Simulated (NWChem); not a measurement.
System: SiNH$_{4}$OCl; SMILES N[SiH](O)Cl

NWChem input:

```
start job
memory heap 200 mb stack 900 mb global 1100 mb
geometry units angstroms noautosym nocenter noautoz
  Si    -0.077149    -0.533216    -0.404967
  N      1.250072    -1.341362     0.281385
  O     -1.431834    -1.030268     0.400791
  Cl    -0.055485     1.550765    -0.218650
  H     -0.077589    -0.800398    -1.862809
  H      2.114833    -1.456824    -0.232365
  H      1.385835    -1.385294     1.284576
  H     -2.118953    -0.364958     0.503712
end
basis spherical
  * library def2-svp
end
dft
  xc pbe0
  iterations 150
end
cosmo
  do_cosmo_smd true
  solvent water
end
task dft energy
```

Geometry: optimised at PBE0/def2-SVP. Solvent: water.

Level: PBE0/def2-SVP with SMD (1 M gas to 1 M solution), gas-phase geometry. Reactions with the solvent are ignored.

Problem. Predict the main results of this run. (PBE0/def2-SVP, SMD on the gas-phase geometry.) Quantities: solvation free energy (kcal/mol); cavity-dispersion-structure term (kcal/mol); dipole in solution (D).

Solution. 
```
Item                                         Result
-------------------------------------------  ------
solvation free energy (kcal/mol)               -5.9
cavity-dispersion-structure term (kcal/mol)     2.9
dipole in solution (D)                         1.23
```
